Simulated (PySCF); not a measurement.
One of the candidates below gave these computed data.

All candidates are C6H6OS.

* Rotational structure: rotational constants A, B, C: 3.548, 1.450, 1.036 GHz [GFN2-xTB]
* UV, strongest line: among the 8 lowest singlet transitions: S2 at 4.84 eV (256 nm, f = 0.224) [TDDFT PBE0/def2-SVPD]
* Dipole: 3.19 D [PBE0/def2-SVPD]
* Polarisability: 90.3 au [PBE0/def2-SVPD]
* UV, first state: lowest singlet excitation: 3.78 eV (328 nm, f = 0.000) [TDDFT PBE0/def2-SVPD]
* Triplet: lowest triplet excitation (Tamm–Dancoff): 3.14 eV [TDA PBE0/def2-SVPD]

The electronic properties come from PySCF, for the isolated species, density fitting. Levels stand in brackets. One conformer (not necessarily the lowest) at the GFN2-xTB geometry, without solvent, vibrations or thermal averaging.

**Question.** Which candidate is it?
A. `C#C[C@@H]1CC(=O)CS1`
B. `C[C@H]1C(=O)C=CC1=S`
C. `CC(=O)c1cccs1`

**Answer.** C. It is `CC(=O)c1cccs1`. Numbering: `[CH3:1][C:2](=[O:3])[c:4]1[cH:5][cH:6][cH:7][s:8]1`. Its formula, C6H6OS, gives 4 degrees of unsaturation: 1 ring and 3 π bonds in the structure found (Kekulé form). S1 is mainly HOMO−1→LUMO (weight 0.95); the largest Löwdin shares of the orbital it empties are 0.65 on the ketone oxygen, 0.11 on the ketone carbonyl carbon, 0.10 on the methyl carbon next to a carbonyl and 0.07 on the substituted aromatic carbon, of the orbital it fills 0.17 on the ketone carbonyl carbon, 0.17 on the ketone oxygen, 0.15 on the aromatic CH next to a ring sulfur and 0.14 on the thiophene-type sulfur. By its constants the optimised geometry is an asymmetric top.

The others, at the same levels:
- `C#C[C@@H]1CC(=O)CS1` fails: its computed lowest singlet excitation is 4.26 eV (291 nm, f = 0.001) (against 3.78 eV), lowest triplet excitation (Tamm–Dancoff) is 3.75 eV (against 3.14 eV) and strongest line among the 8 lowest singlet transitions is S5 at 6.07 eV (204 nm, f = 0.032) (against S2 at 4.84 eV).
- `C[C@H]1C(=O)C=CC1=S` fails: its computed lowest singlet excitation is 1.89 eV (657 nm, f = 0.000) (against 3.78 eV), lowest triplet excitation (Tamm–Dancoff) is 1.45 eV (against 3.14 eV) and strongest line among the 8 lowest singlet transitions is S4 at 4.57 eV (271 nm, f = 0.445) (against S2 at 4.84 eV).

Each candidate is one conformer, not necessarily the lowest. Dipoles, sizes and rotational constants follow the conformer. The torsions of the flexible species, by atom-mapped SMILES:
- `[CH3:1][C:2](=[O:3])[c:4]1[cH:5][cH:6][cH:7][s:8]1`: C1–C2–C4–C5 178°

The conformers of `C#C[C@@H]1CC(=O)CS1` aren't listed.
